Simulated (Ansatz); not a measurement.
Basis sets compared for ZnH₂. The state is a singlet with charge 0. Geometry r2SCAN-D4/def2-TZVP. Ansatz on 4 threads of Arm Neoverse V1 on a shared host; times are rough, and most runs start from earlier orbitals.

| atom | x (Å) | y (Å) | z (Å) |
| --- | --- | --- | --- |
| Zn1 | 0.0000 | 0.0000 | 0.0000 |
| H2 | -0.0598 | 0.2878 | -1.5031 |
| H3 | 0.0598 | -0.2878 | 1.5031 |

Binding counts from free atoms (Zn singlet, H doublet) in the same basis, without a counterpoise term.

| level | functions | energy (Eh) | HOMO (eV) | LUMO (eV) | binding per atom (eV) | wall time |
| --- | --- | --- | --- | --- | --- | --- |
| PBE-D4/def2-SVP | 41 | -1780.0148 | -6.57 | 0.26 | 1.48 | 0.25 s |
| PBE0-D4/def2-SVP | 41 | -1780.0455 | -7.78 | 1.25 | 1.49 | 0.25 s |

(1) Estimate the rows for PBE-D4/def2-TZVP, PBE0-D4/def2-TZVP (with forces).

Results:

(1) 
```
                          level  functions  energy (Eh)  HOMO (eV)  LUMO (eV)  binding per atom (eV)  wall time
               PBE-D4/def2-TZVP         60   -1780.2892      -6.87      -1.39                   1.45      0.3 s
PBE0-D4/def2-TZVP (with forces)         60   -1780.3086      -8.03      -0.67                   1.47      0.5 s
```
